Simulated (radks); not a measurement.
Results of a calculation; reference values are marked as such.
Task: Coherent X-ray form factor from a spherical all-electron density. Code: a radial shooting solver on a logarithmic mesh with Libxc functionals. Model: scalar-relativistic Kohn-Sham, exchange-only LDA, spin-polarised, spherical densities, point nucleus.

sin(theta)/lambda (1/angstrom),f0 (electrons)
0.05,39.845
0.1,39.385
0.15,38.642
0.2,37.647
0.25,36.440
0.3,35.070
0.4,32.033
0.5,28.907
0.6,25.977
0.8,21.248
1,17.988
1.25,15.082
1.5,12.671
2,8.772

The species is in the configuration that NIST lists as its ground one. Which atom or ion scatters so?

Result: The caesium ion Cs15+, [Kr] 4d4. Extrapolating in s^2 from the first two rows gives f0(0) = 40.0, near the electron count 40; among species with that count, the fall with angle is slower the higher Z, and the table is that of Z = 55; from so few rows the species is fixed only to a neighbour or two.
